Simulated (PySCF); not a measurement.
SMILES Nc1[c]cccc1 (C6H6N), doublet, B3LYP/def2-SVP optimised geometry.

```
13

N     -2.41    -0.20     0.05
C     -1.03    -0.11     0.00
C     -0.19    -1.23     0.00
C      1.18    -1.23     0.00
C      1.83     0.02     0.00
C      1.05     1.18     0.00
C     -0.34     1.13     0.00
H     -2.81    -1.08    -0.24
H     -2.92     0.61    -0.29
H      1.75    -2.16     0.00
H      2.92     0.07     0.00
H      1.54     2.16    -0.01
H     -0.93     2.06     0.00
```

Density from unrestricted B3LYP/def2-TZVP (PySCF) at that geometry.

Minimum of the electron density along straight lines between bonded atoms, close to the bond critical point (lines longer than 1.1 times the sum of covalent radii, or with two minima, are not listed):

```json
[
 {"bond": "N1–C2", "length / Å": "1.387", "ρ at the minimum / e bohr⁻³": "0.311", "∇²ρ there / e bohr⁻⁵": "-0.98", "position (fraction from the first atom)": "0.61"},
 {"bond": "C2–C3", "length / Å": "1.394", "ρ at the minimum / e bohr⁻³": "0.314", "∇²ρ there / e bohr⁻⁵": "-0.91", "position (fraction from the first atom)": "0.51"},
 {"bond": "C3–C4", "length / Å": "1.374", "ρ at the minimum / e bohr⁻³": "0.325", "∇²ρ there / e bohr⁻⁵": "-0.95", "position (fraction from the first atom)": "0.51"},
 {"bond": "C4–C5", "length / Å": "1.409", "ρ at the minimum / e bohr⁻³": "0.305", "∇²ρ there / e bohr⁻⁵": "-0.86", "position (fraction from the first atom)": "0.51"},
 {"bond": "C5–C6", "length / Å": "1.399", "ρ at the minimum / e bohr⁻³": "0.315", "∇²ρ there / e bohr⁻⁵": "-0.92", "position (fraction from the first atom)": "0.50"},
 {"bond": "C2–C7", "length / Å": "1.415", "ρ at the minimum / e bohr⁻³": "0.303", "∇²ρ there / e bohr⁻⁵": "-0.86", "position (fraction from the first atom)": "0.52"},
 {"bond": "C6–C7", "length / Å": "1.398", "ρ at the minimum / e bohr⁻³": "0.314", "∇²ρ there / e bohr⁻⁵": "-0.91", "position (fraction from the first atom)": "0.50"},
 {"bond": "N1–H8", "length / Å": "1.013", "ρ at the minimum / e bohr⁻³": "0.338", "∇²ρ there / e bohr⁻⁵": "-1.67", "position (fraction from the first atom)": "0.74"},
 {"bond": "N1–H9", "length / Å": "1.014", "ρ at the minimum / e bohr⁻³": "0.337", "∇²ρ there / e bohr⁻⁵": "-1.65", "position (fraction from the first atom)": "0.74"},
 {"bond": "C4–H10", "length / Å": "1.094", "ρ at the minimum / e bohr⁻³": "0.279", "∇²ρ there / e bohr⁻⁵": "-0.98", "position (fraction from the first atom)": "0.65"},
 {"bond": "C5–H11", "length / Å": "1.093", "ρ at the minimum / e bohr⁻³": "0.280", "∇²ρ there / e bohr⁻⁵": "-0.98", "position (fraction from the first atom)": "0.65"},
 {"bond": "C6–H12", "length / Å": "1.093", "ρ at the minimum / e bohr⁻³": "0.281", "∇²ρ there / e bohr⁻⁵": "-0.99", "position (fraction from the first atom)": "0.65"},
 {"bond": "C7–H13", "length / Å": "1.095", "ρ at the minimum / e bohr⁻³": "0.277", "∇²ρ there / e bohr⁻⁵": "-0.96", "position (fraction from the first atom)": "0.64"}
]
```
